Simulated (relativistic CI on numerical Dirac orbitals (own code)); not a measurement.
# Magnetism of Eu3+, 4f6, in a crystal field

Calculated by Dirac-Coulomb-Breit CI, orbitals from a KLI potential per configuration, model QED (radiative potential, 1s self-energy scaled to tabulated hydrogen-like ionisation energies), one configuration in a parametric crystal field, unscaled Slater integrals (own radial code). With so little scaling, terms lie 10 to 35 % too far apart, which can change the order of excited levels.

Field parameters in Wybourne normalisation; cubic f-shell fields have B⁴₄ = √(5/14) B⁴₀ and B⁶₄ = −√(7/2) B⁶₀. The field is a parameter set, without covalency.

S is read from ⟨S²⟩ = S(S + 1).

Powder χT (cm³ K mol⁻¹) by Van Vleck's formula, with temperature-independent terms:

| Field | 2 K | 5 K | 10 K | 20 K | 50 K | 100 K | 200 K | 300 K |
| --- | --- | --- | --- | --- | --- | --- | --- | --- |
| C2v, B20 = -260, B22 = -70, B40 = 120, B42 = 340, B44 = 310, B60 = -580, B62 = 50, B64 = 260, B66 = 410 cm⁻¹ | 0.0119 | 0.0297 | 0.0594 | 0.119 | 0.297 | 0.592 | 1.06 | 1.35 |
| Oh, B40 = 2910, B60 = 250 cm⁻¹ | 0.013 | 0.0326 | 0.0652 | 0.13 | 0.326 | 0.65 | 1.15 | 1.46 |

Task: For C2v, B20 = -260, B22 = -70, B40 = 120, B42 = 340, B44 = 310, B60 = -580, B62 = 50, B64 = 260, B66 = 410 cm⁻¹: what effective moment follows at 300 K?

Result: μ_eff = √(8χT) = 3.29 μB. The LS value g√(J(J + 1)) of the free ion's 7F_0 level is 0.00 μB. The ground level is a non-magnetic singlet, so χT starts at zero and rises through temperature-independent paramagnetism and the filling of excited levels.
